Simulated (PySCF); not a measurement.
Two-component Hartree-Fock for Re²⁺ (rhenium, charge +2)

Start: [Xe] 4f14 5d4 6p1; 5d5/2 filled at m_j = -1/2, +1/2, +3/2, +5/2; 6p3/2 filled at m_j = +3/2. Calculated with PySCF 2.14 in x2c-TZVPall-2c: generalised Hartree-Fock with the X2C-1e Hamiltonian and a Gaussian nucleus; spin-orbit coupling (SO) screened by Boettger's factors. This is a chosen level, not necessarily the ground level.

| spinor shell | electrons | ε, screened SO (eV) | weight of nominal j (screened SO) | rms radius, screened SO (bohr) |
| --- | --- | --- | --- | --- |
| 1s1/2 | 2 | -72067.1 | 1.000 | 0.0204 |
| 2s1/2 | 2 | -12653.8 | 1.000 | 0.0824 |
| 2p1/2 | 2 | -12087.1 | 1.000 | 0.0700 |
| 2p3/2 | 4 | -10641.7 | 1.000 | 0.0775 |
| 3s1/2 | 2 | -3009.1 | 1.000 | 0.210 |
| 3p1/2 | 2 | -2756.6 | 1.000 | 0.202 |
| 3p3/2 | 4 | -2437.6 | 1.000 | 0.217 |
| 3d3/2 | 4 | -2018.5 | 1.000 | 0.192 |
| 3d5/2 | 6 | -1949.7 | 1.000 | 0.196 |
| 4s1/2 | 2 | -678.13 | 1.000 | 0.469 |
| 4p1/2 | 2 | -571.58 | 1.000 | 0.476 |
| 4d3/2 | 4 | -320.91 | 0.999 | 0.531 |
| 4d5/2 | 6 | -306.56 | 0.999 | 0.543 |
| 5s1/2 | 2 | -122.08 | 1.000 | 1.11 |
| 5p1/2 | 2 | -87.666 | 0.943 | 1.23 |
| 4f5/2 | 6 | -83.199 | 0.985 | 0.636 |
| 4f7/2 | 8 | -80.650 | 0.985 | 0.641 |
| 5p3/2 | 4 | -74.715 | 0.964 | 1.30 |
| 5d5/2 | 4 | -32.154 | 0.579 | 1.83 |
| 6p3/2 | 1 | -17.543 | 1.000 | 3.60 |

Q: Where does 4p3/2 lie, and what is the 4p spin-orbit splitting (screened SO)?

A: At -496.31 eV, 75.269 eV above 4p1/2.

| quantity | screened SO |
| --- | --- |
| E (hartree) | -16699.53602 |
| M_J | 11/2 |
| ⟨J²⟩ | 35.774 |
| ⟨L²⟩ | 12.867 |
| ⟨S²⟩ | 8.449 |

Each row is a mean over spinors that exchange with the open shell spreads, by up to 8.037 eV (5p3/2).

Rows whose weight is well below 1 are mixtures of j = l ± 1/2: exchange outweighs spin-orbit coupling there, and the label is only the starting occupation.

Breit and QED terms are absent; they matter most for the inner s and p1/2 levels.

Densities and radii are taken from the X2C orbitals without a picture-change correction, which distorts them close to the nucleus.
